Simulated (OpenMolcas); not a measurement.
Yb3+ with 7 ligands (chloride) in pentagonal bipyramidal coordination (D5h). The axial distance is 1.09 times the equatorial one, R.

- Program: OpenMolcas
- Method: SS-CASPT2, IPEA 0.25 Eh, imaginary shift 0.1 Eh (closed shells correlated: 5s 5p and the ligand valence shells)
- Basis: ANO-RCC-VDZP [7s6p4d2f1g]
- Scalar Hamiltonian: DKH2, point nucleus
- Active space: 13 electrons in 7 orbitals (4f)
- State averaging: 2S+1 = 2 odd, 7 roots
- Spin-orbit coupling: state interaction with AMFI integrals over the reference wave functions

All ligands move together. At R = 2.57 Å the width of the lowest J multiplet is 660 cm-1, and at R = 2.83 Å it is 591 cm-1.

Problem. A third run gives 622 cm-1. What distance was it run at?

Solution. With a power law R^-n the two known points give n = -ln(591 / 660) / ln(2.83 / 2.57) = 1.15. Then R = 2.57 × (660 / 622)^(1/1.15) = 2.706 Å. The run was at 2.69 Å, so the estimate is off by +0.016 Å.

Over all roots computed the reference weight is 0.62 in R = 2.57, 0.62 to 0.63 in R = 2.69, 0.63 in R = 2.83; a low but even weight reflects the number of correlated electrons. Splittings of an f shell from a small cluster at a set distance can be off by tens of per cent, mostly too small. No measured value stands beside these numbers; the geometry was imposed, not optimised, and the real ion may take another.
